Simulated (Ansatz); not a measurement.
Input file for Ansatz (a quantum-chemistry and plane-wave program): R-PBE/def2-TZVPPD on C3H8O (a complex), monomers drawn apart or pushed together. Files ending in .json are basis or fitting sets from the Basis Set Exchange.

Ansatz 0.2 input:
```yaml
crystal:
  periodic: [false, false, false]
  atoms:
    - {symbol: H, position_ang: [-0.34819692, -0.23171982, -0.37029810]}
    - {symbol: H, position_ang: [-0.25523136, -0.43205205, 0.34241316]}
    - {symbol: C, position_ang: [0.64134222, -0.16128544, 6.15474849]}
    - {symbol: C, position_ang: [0.45174254, 0.13778901, 4.68444966]}
    - {symbol: C, position_ang: [0.51377407, 1.59354918, 4.28007613]}
    - {symbol: O, position_ang: [0.26037004, -0.74203237, 3.87690986]}
    - {symbol: H, position_ang: [1.63274863, 0.16797388, 6.47675513]}
    - {symbol: H, position_ang: [-0.08602409, 0.39362403, 6.75238743]}
    - {symbol: H, position_ang: [0.53339551, -1.22784478, 6.33644702]}
    - {symbol: H, position_ang: [0.41569935, 1.68966430, 3.20168769]}
    - {symbol: H, position_ang: [-0.28835419, 2.14983771, 4.77222217]}
    - {symbol: H, position_ang: [1.45556232, 2.03948412, 4.60912456]}
basis:
  gaussian:
    orbitals: def2-TZVPPD.json
hamiltonian:
  xc: {name: PBE}
scf: {lower_state_search: off}
```

The log:

```
WARN ansatz: RAYON_NUM_THREADS=2 ignored (pool sized by the plan → 2); use --threads N
Functional definition: PBE
these checks for a lower state are left out or cut short: stability, starts, cluster_reference, orbital_swaps, neighbouring_geometries, increment
integrals: 0.17 GiB planned
1178 factors; their error is unknown
mean field: 1.55 GiB planned
mean field evaluation 1: about -5270.2612 eV, gradient 7.8e1 eV
mean field evaluation 2: about -5245.7258 eV, gradient 1.2e2 eV
mean field evaluation 4: about -5283.0187 eV, gradient 1.2e1 eV
mean field evaluation 8: about -5283.3317 eV, gradient 1.9e-1 eV
mean field evaluation 16: about -5283.2937 eV, gradient 4.1e-4 eV
mean field -5283.29367072 eV, -194.1574612539 hartree, gradient 5.7e-6 eV, S^2 0.000000; 0 other end points of the search recorded, 0 dependent functions left out
reference -5283.29372979 eV, -194.1574634248 hartree; 17, 17 occupied and 270, 270 virtual orbitals, 1178 factors
Total energy: -5283.29372979 eV, -194.1574634248 hartree
Checks for a lower state left out: stability, starts, cluster_reference, orbital_swaps, neighbouring_geometries, increment
```

The run converged.

Cost: about 4 core-seconds (a rough figure).
